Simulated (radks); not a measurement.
Q: The mean radii <r> (bohr) of the occupied orbitals of an atom or ion are listed with their occupations. All-electron calculation, scalar-relativistic Kohn-Sham, PBE, spin-polarised, spherical densities, finite nucleus; Fermi nuclear charge, rms radius of each element as measured or else 0.836 A^(1/3) + 0.57 fm. Program: a radial shooting solver on a logarithmic mesh with Libxc functionals.

| orbital | occ. | <r> |
|---|---|---|
| 1s down | 1 | 0.01606 |
| 1s up | 1 | 0.01606 |
| 2s up | 1 | 0.06762 |
| 2s down | 1 | 0.06762 |
| 2p up | 3 | 0.06143 |
| 2p down | 3 | 0.06143 |
| 3s up | 1 | 0.1746 |
| 3s down | 1 | 0.1746 |
| 3p up | 3 | 0.1765 |
| 3p down | 3 | 0.1765 |
| 3d up | 5 | 0.1599 |
| 3d down | 5 | 0.1599 |
| 4s up | 1 | 0.3843 |
| 4s down | 1 | 0.3843 |
| 4p up | 3 | 0.4099 |
| 4p down | 3 | 0.4099 |
| 4d up | 5 | 0.4309 |
| 4d down | 5 | 0.4308 |
| 5s up | 1 | 0.8511 |
| 5s down | 1 | 0.8502 |
| 4f up | 7 | 0.4535 |
| 4f down | 7 | 0.4532 |
| 5p up | 3 | 0.9680 |
| 5p down | 3 | 0.9673 |
| 5d up | 5 | 1.224 |
| 5d down | 4 | 1.225 |

Name the element and its charge. Open shells, if any, are filled with parallel spins first.

A: Z = 82, lead, charge +5: Pb5+ in [Xe] 4f14 5d9. The 1s radius gives Z: for a bare nucleus <r> = (2 gamma + 1)/(2Z) with gamma = sqrt(1 - (Z/c)^2), 0.01587 bohr for Z = 82, and screening makes it slightly larger (0.01606 here). The occupations add up to 77, and the charge is Z minus that.
